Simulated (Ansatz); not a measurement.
A nudged elastic band was laid between two geometries of F2Ge2H4 (8 atoms, charge 0, multiplicity 1).

All numbers below come from RKS PBE-D4/def2-SVP (Ansatz).

* movable images: 5
* climbing image: yes
* spring: 5.0 eV/Å²
* optimiser: quadratic models (default)
* start path: through a guess of the saddle point
* force threshold: 0.05 eV/Å
* iteration limit: 60
* end points: relaxed

First end point:

```xyz
8
Properties=species:S:1:pos:R:3
Ge 0.182 -0.106 0.237
H 0.763 -0.163 1.677
F 1.522 0.289 -0.830
F -0.860 1.310 0.176
Ge -1.032 -1.977 -0.741
H -2.263 -2.301 0.141
H -1.482 -1.570 -2.162
H -0.099 -3.212 -0.808
```

Last end point:

```xyz
8
Properties=species:S:1:pos:R:3
Ge -0.987 0.491 0.296
H 1.184 0.083 0.483
F 0.867 -0.339 1.325
F 0.593 0.858 -0.674
Ge -1.190 -1.811 -0.757
H -1.761 -2.853 0.252
H -2.158 -1.813 -1.980
H 0.183 -2.346 -1.254
```

**Question.** What changes between the two ends?

**Answer.** Bonds broken: Ge1–H2, Ge1–F3. Bonds formed: H2–F3. F2Ge2H4 becomes FGe2H3 + FH.

**Question.** What energy profile does the band end with?

**Answer.** It converged. The highest image is number 4 of 0 to 6, 50.3 kcal/mol above the first end and 23.3 kcal/mol above the last; the last end lies 27.0 kcal/mol above the first. The profile has 2 maxima (images 1, 4) with wells between them (image 3): this band takes more than one step, which may be the mechanism or a detour left from its start path. Neighbouring images differ by up to 2.2 eV, so the band resolves the path poorly. A vibrational analysis at the climbing image gives one clearly imaginary mode, 1080i cm⁻¹: a first-order saddle point. The orbitals stay closed-shell, which can raise the energy where a bond breaks towards radicals; this wasn't checked here.

| image | path coordinate (Å) | energy (kcal/mol) | Ge1–H2 (Å) | Ge1–F3 (Å) | H2–F3 (Å) |
| --- | --- | --- | --- | --- | --- |
| 0 | 0.00 | 0.0 | 1.55 | 1.76 | 2.66 |
| 1 | 1.40 | 0.5 | 1.55 | 1.76 | 2.65 |
| 2 | 2.80 | 0.3 | 1.55 | 1.76 | 2.65 |
| 3 | 4.21 | 0.1 | 1.56 | 1.76 | 2.68 |
| 4 | 5.61 | 50.3 | 1.66 | 2.04 | 1.31 |
| 5 | 6.90 | 33.9 | 2.34 | 2.37 | 0.95 |
| 6 | 8.18 | 27.0 | 2.22 | 2.28 | 0.99 |

**Question.** What is the geometry of the highest image?

**Answer.** 
```xyz
8
Properties=species:S:1:pos:R:3:forces:R:3
Ge -0.300 0.162 0.171 -0.02 0.02 -0.02
H 0.553 0.508 1.547 -0.03 0.02 0.01
F 1.449 -0.332 1.097 0.05 -0.05 0.00
F 0.301 1.020 -1.256 -0.03 -0.02 0.01
Ge -1.170 -1.949 -0.821 -0.01 0.03 0.02
H -1.171 -3.055 0.267 0.00 0.00 0.00
H -2.631 -1.709 -1.288 0.01 0.00 -0.01
H -0.299 -2.375 -2.028 0.01 -0.01 0.00
```

Time of the run: 2.6 min on 4 threads of Intel(R) Xeon(R) CPU @ 2.60GHz (Ice Lake), on a shared host, peak memory 0.19 GiB.
